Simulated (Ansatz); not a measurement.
Cartesian coordinates in Å:
```
N 0.664 -1.340 -0.219
Ge -0.024 0.300 0.325
O -0.676 1.079 -1.127
H 1.203 -1.768 0.541
H -1.147 0.020 1.347
H 1.037 1.270 0.865
H -1.058 0.439 -1.733
```

Charge 0, multiplicity 2.

List the PBE0/def2-TZVPP orbital energies in eV (the Gaussian-basis code of Ansatz). (Estimate.)

Ansatz gave: α occupied: -10860.53, -1358.73, -1208.54, -1208.54, -1208.54, -522.47, -392.30, -171.53, -121.34, -121.33, -121.31, -34.33, -34.21, -34.17, -34.11, -34.10, -27.45, -23.47, -15.80, -13.17, -11.94, -10.93, -9.94, -9.15, -8.71, -8.45. α empty: 0.52, 0.75, 1.23, 2.27, 2.78, 2.90, 5.64, 6.05. β occupied: -10860.53, -1358.72, -1208.54, -1208.54, -1208.53, -522.47, -391.76, -171.53, -121.34, -121.33, -121.30, -34.33, -34.21, -34.15, -34.11, -34.09, -27.45, -21.91, -15.71, -13.04, -11.59, -10.56, -9.80, -8.68, -8.09. β empty: -3.21, 0.55, 0.93, 1.31, 2.34, 2.82, 3.23, 5.80. ⟨S²⟩ = 0.754.
